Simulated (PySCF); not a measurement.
Geometries of 3 isomers of C4H10Si, from PBE0-D3(BJ)/def2-SVP geometry optimisation, gas phase in PySCF 2.14.0. One conformer each, no zero-point energy, no frequencies.

**Question.** Which is lowest in electronic energy at this level?
A.
```xyz
15
angstrom
C     -1.822   -0.518    0.052
C     -0.393   -0.380    0.544
C      0.679   -1.207   -0.222
Si     1.901    0.176    0.202
C      0.233    1.041    0.443
H     -2.172   -1.560    0.123
H     -1.900   -0.209   -1.004
H     -2.511    0.112    0.637
H     -0.355   -0.686    1.606
H      0.822   -2.247    0.102
H      0.462   -1.206   -1.304
H      2.649   -0.052    1.478
H      2.862    0.671   -0.833
H      0.037    1.725    1.281
H     -0.084    1.535   -0.491
```
B.
```xyz
15
angstrom
Si     2.353    0.165    0.231
C      0.813    0.892   -0.587
C     -0.364   -0.055   -0.580
C     -1.227   -0.187    0.641
C     -1.774    0.461   -0.597
H      3.491    1.135    0.168
H      2.766   -1.095   -0.463
H      2.083   -0.158    1.667
H      1.067    1.188   -1.620
H      0.554    1.826   -0.058
H     -0.197   -0.984   -1.138
H     -1.595   -1.179    0.918
H     -0.997    0.455    1.497
H     -2.522   -0.078   -1.184
H     -1.911    1.547   -0.586
```
C.
```xyz
15
angstrom
C      0.433   -0.752    0.975
C     -0.777   -1.047    0.083
C     -1.323    0.280   -0.467
Si     0.248    1.305   -0.777
C      1.404    0.159    0.207
H      0.919   -1.682    1.314
H      0.085   -0.233    1.887
H     -1.548   -1.617    0.628
H     -0.454   -1.689   -0.756
H     -1.936    0.789    0.296
H     -1.961    0.146   -1.353
H      0.162    2.693   -0.224
H      0.623    1.411   -2.223
H      2.008   -0.433   -0.501
H      2.110    0.685    0.868
```

**Answer.** C. That is `[SiH2]1CCCC1`, 15.9 kcal/mol below the next.

| SMILES | atoms numbered as above | E (Eh) | relative (kcal/mol) | relative (kJ/mol) | dipole (D) |
| --- | --- | --- | --- | --- | --- |
| C1CC[SiH2]C1 | [CH2:1]1[CH2:2][CH2:3][SiH2:4][CH2:5]1 | -447.43375 | 0.0 | 0.0 | 0.70 |
| CC1C[SiH2]C1 | [CH3:1][CH:2]1[CH2:3][SiH2:4][CH2:5]1 | -447.40842 | 15.9 | 66.5 | 0.56 |
| [SiH3]CC1CC1 | [SiH3:1][CH2:2][CH:3]1[CH2:4][CH2:5]1 | -447.39012 | 27.4 | 114.6 | 0.79 |

As drawn, the highest has a three-membered ring, which the lowest lacks.
